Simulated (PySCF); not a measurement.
Si(F)(OH)2(OSiH3) (FH5O3Si2), SMILES [SiH3]O[Si](O)(O)F.

The structure is a stationary point at ωB97X-D3(BJ)/def2-SVP. The values are those of a single conformer.

Level of theory: PySCF with ωB97X-D3(BJ)/def2-SVP.

Frequencies are harmonic and unscaled.

```json
[
 {"mode": "1", "ν (cm⁻¹)": "37", "IR (km/mol)": "3.9", "Raman (Å⁴/amu)": "0.1", "depolarisation": "0.74", "moving atoms (share of kinetic energy)": "O 49 %, Si 21 %, F 16 %, H 14 %"},
 {"mode": "2", "ν (cm⁻¹)": "81", "IR (km/mol)": "5.6", "Raman (Å⁴/amu)": "0.2", "depolarisation": "0.71", "moving atoms (share of kinetic energy)": "O 51 %, Si 31 %, H 16 %"},
 {"mode": "3", "ν (cm⁻¹)": "89", "IR (km/mol)": "0.1", "Raman (Å⁴/amu)": "0.0", "depolarisation": "–", "moving atoms (share of kinetic energy)": "H 94 %"},
 {"mode": "4", "ν (cm⁻¹)": "161", "IR (km/mol)": "22.6", "Raman (Å⁴/amu)": "2.6", "depolarisation": "0.75", "moving atoms (share of kinetic energy)": "H 81 %, F 9 %, O 8 %"},
 {"mode": "5", "ν (cm⁻¹)": "174", "IR (km/mol)": "126.6", "Raman (Å⁴/amu)": "1.6", "depolarisation": "0.73", "moving atoms (share of kinetic energy)": "H 65 %, O 18 %, F 13 %"},
 {"mode": "6", "ν (cm⁻¹)": "278", "IR (km/mol)": "9.2", "Raman (Å⁴/amu)": "0.3", "depolarisation": "0.51", "moving atoms (share of kinetic energy)": "O 68 %, H 16 %, F 13 %"},
 {"mode": "7", "ν (cm⁻¹)": "310", "IR (km/mol)": "84.9", "Raman (Å⁴/amu)": "0.2", "depolarisation": "0.42", "moving atoms (share of kinetic energy)": "O 32 %, H 28 %, F 27 %, Si 13 %"},
 {"mode": "8", "ν (cm⁻¹)": "331", "IR (km/mol)": "31.4", "Raman (Å⁴/amu)": "2.0", "depolarisation": "0.69", "moving atoms (share of kinetic energy)": "O 42 %, Si 21 %, H 20 %, F 16 %"},
 {"mode": "9", "ν (cm⁻¹)": "384", "IR (km/mol)": "54.3", "Raman (Å⁴/amu)": "1.8", "depolarisation": "0.75", "moving atoms (share of kinetic energy)": "O 57 %, Si 21 %, F 18 %"},
 {"mode": "10", "ν (cm⁻¹)": "388", "IR (km/mol)": "60.3", "Raman (Å⁴/amu)": "1.4", "depolarisation": "0.66", "moving atoms (share of kinetic energy)": "O 47 %, Si 23 %, F 16 %, H 13 %"},
 {"mode": "11", "ν (cm⁻¹)": "645", "IR (km/mol)": "23.4", "Raman (Å⁴/amu)": "8.1", "depolarisation": "0.12", "moving atoms (share of kinetic energy)": "O 35 %, Si 34 %, H 22 %, F 8 %"},
 {"mode": "12", "ν (cm⁻¹)": "739", "IR (km/mol)": "52.3", "Raman (Å⁴/amu)": "13.2", "depolarisation": "0.75", "moving atoms (share of kinetic energy)": "H 83 %, Si 9 %, O 8 %"},
 {"mode": "13", "ν (cm⁻¹)": "757", "IR (km/mol)": "56.7", "Raman (Å⁴/amu)": "10.5", "depolarisation": "0.52", "moving atoms (share of kinetic energy)": "H 71 %, O 18 %, Si 9 %"},
 {"mode": "14", "ν (cm⁻¹)": "785", "IR (km/mol)": "139.6", "Raman (Å⁴/amu)": "2.0", "depolarisation": "0.37", "moving atoms (share of kinetic energy)": "H 63 %, O 31 %"},
 {"mode": "15", "ν (cm⁻¹)": "799", "IR (km/mol)": "186.5", "Raman (Å⁴/amu)": "2.2", "depolarisation": "0.62", "moving atoms (share of kinetic energy)": "H 73 %, O 26 %"},
 {"mode": "16", "ν (cm⁻¹)": "878", "IR (km/mol)": "117.1", "Raman (Å⁴/amu)": "3.2", "depolarisation": "0.67", "moving atoms (share of kinetic energy)": "Si 30 %, O 25 %, H 23 %, F 23 %"},
 {"mode": "17", "ν (cm⁻¹)": "968", "IR (km/mol)": "22.1", "Raman (Å⁴/amu)": "13.6", "depolarisation": "0.72", "moving atoms (share of kinetic energy)": "H 51 %, Si 25 %, O 13 %, F 11 %"},
 {"mode": "18", "ν (cm⁻¹)": "969", "IR (km/mol)": "47.6", "Raman (Å⁴/amu)": "18.2", "depolarisation": "0.74", "moving atoms (share of kinetic energy)": "H 89 %"},
 {"mode": "19", "ν (cm⁻¹)": "974", "IR (km/mol)": "292.0", "Raman (Å⁴/amu)": "11.6", "depolarisation": "0.74", "moving atoms (share of kinetic energy)": "H 54 %, Si 24 %, O 13 %, F 10 %"},
 {"mode": "20", "ν (cm⁻¹)": "1000", "IR (km/mol)": "317.6", "Raman (Å⁴/amu)": "11.5", "depolarisation": "0.75", "moving atoms (share of kinetic energy)": "H 60 %, Si 24 %, O 15 %"},
 {"mode": "21", "ν (cm⁻¹)": "1017", "IR (km/mol)": "366.5", "Raman (Å⁴/amu)": "4.0", "depolarisation": "0.74", "moving atoms (share of kinetic energy)": "Si 41 %, O 30 %, H 27 %"},
 {"mode": "22", "ν (cm⁻¹)": "1122", "IR (km/mol)": "430.9", "Raman (Å⁴/amu)": "2.5", "depolarisation": "0.69", "moving atoms (share of kinetic energy)": "O 66 %, Si 23 %, H 11 %"},
 {"mode": "23", "ν (cm⁻¹)": "2273", "IR (km/mol)": "138.4", "Raman (Å⁴/amu)": "80.7", "depolarisation": "0.45", "moving atoms (share of kinetic energy)": "H 96 %"},
 {"mode": "24", "ν (cm⁻¹)": "2276", "IR (km/mol)": "104.2", "Raman (Å⁴/amu)": "125.7", "depolarisation": "0.19", "moving atoms (share of kinetic energy)": "H 97 %"},
 {"mode": "25", "ν (cm⁻¹)": "2287", "IR (km/mol)": "115.5", "Raman (Å⁴/amu)": "157.8", "depolarisation": "0.16", "moving atoms (share of kinetic energy)": "H 97 %"},
 {"mode": "26", "ν (cm⁻¹)": "3944", "IR (km/mol)": "141.4", "Raman (Å⁴/amu)": "70.7", "depolarisation": "0.37", "moving atoms (share of kinetic energy)": "H 94 %"},
 {"mode": "27", "ν (cm⁻¹)": "3951", "IR (km/mol)": "128.7", "Raman (Å⁴/amu)": "91.4", "depolarisation": "0.23", "moving atoms (share of kinetic energy)": "H 94 %"}
]
```
